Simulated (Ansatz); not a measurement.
```yaml
crystal:
  periodic: [false, false, false]
  atoms:
    - {symbol: O, position_ang: [2.342323, -2.621085, 1.809784]}
    - {symbol: C, position_ang: [1.648524, -1.846954, 1.275524]}
    - {symbol: N, position_ang: [0.937213, -1.053474, 0.727937]}
    - {symbol: Zr, position_ang: [-0.284490, 0.317871, -0.219363]}
    - {symbol: O, position_ang: [-1.482465, -0.624680, -1.379918]}
    - {symbol: O, position_ang: [-1.271696, 1.282582, 1.109217]}
    - {symbol: O, position_ang: [0.810547, 1.519428, -1.232997]}
    - {symbol: H, position_ang: [-2.237498, -0.974336, -1.842857]}
    - {symbol: H, position_ang: [-1.677802, 1.944616, 1.660061]}
    - {symbol: H, position_ang: [1.215343, 2.056031, -1.907397]}
basis:
  gaussian: {orbitals: def2-mTZVP, point_charges: [{charge: 0.50, position_ang: [6.792, -0.292, -0.972]}]}
total_charge: -1
magnetization: {spin_polarized: true, initial_magnetization: 1}
hamiltonian: {xc: {name: revPBE0}, dispersion: d3bj}
output: {forces: true}
```

```sh
$ ansatz run in.yaml --threads 4 --pin off --events-out ev --progress --plain --max-ram 11315MiB
```

Shortened log:

```
Functional definition: revPBE0
1446 factors; their error is unknown
mean field evaluation 1: about -12036.6493 eV, gradient 6.1e1 eV
mean field evaluation 2: about -12010.6176 eV, gradient 1.0e2 eV
mean field evaluation 4: about -12049.5550 eV, gradient 5.4e0 eV
mean field evaluation 8: about -12049.7520 eV, gradient 3.3e-1 eV
mean field evaluation 16: about -12049.8123 eV, gradient 1.6e-2 eV
mean field evaluation 32: about -12049.8123 eV, gradient 3.5e-5 eV
mean field -12049.81231168 eV, -442.8224347982 hartree, gradient 1.2e-5 eV, S^2 0.750221; 10 other end points of the search recorded, 0 dependent functions left out
reference -12049.81237965 eV, -442.8224372959 hartree; 31, 30 occupied and 145, 146 virtual orbitals, 1446 factors
Total energy: -12050.22476259 eV, -442.8375920895 hartree
Atom 0 at     2.342323    -2.621085     1.809784 Å, force     0.927906    -0.956838     0.634165 eV/Å
Atom 1 at     1.648524    -1.846954     1.275524 Å, force    -1.027704     1.116975    -0.740110 eV/Å
Atom 2 at     0.937213    -1.053474     0.727937 Å, force     0.416250    -0.668507     0.504542 eV/Å
Atom 3 at    -0.284490     0.317871    -0.219363 Å, force     0.555829     0.666732    -0.691683 eV/Å
Atom 4 at    -1.482465    -0.624680    -1.379918 Å, force    -0.098566    -0.362100    -0.135640 eV/Å
Atom 5 at    -1.271696     1.282582     1.109217 Å, force    -0.309912    -0.200408     0.411604 eV/Å
Atom 6 at     0.810547     1.519428    -1.232997 Å, force    -0.109811    -0.212427     0.533582 eV/Å
Atom 7 at    -2.237498    -0.974336    -1.842857 Å, force    -0.247197     0.011309    -0.132571 eV/Å
Atom 8 at    -1.677802     1.944616     1.660061 Å, force    -0.028179     0.340412     0.058672 eV/Å
Atom 9 at     1.215343     2.056031    -1.907397 Å, force     0.113213     0.256352    -0.469644 eV/Å
Dipole moment:    -1.284143    -0.170252     0.387691 e Å
```

It took 6.5 s on 4 threads of an AMD EPYC 9R45 on a shared host, with 0.81 GiB of host memory at the peak.
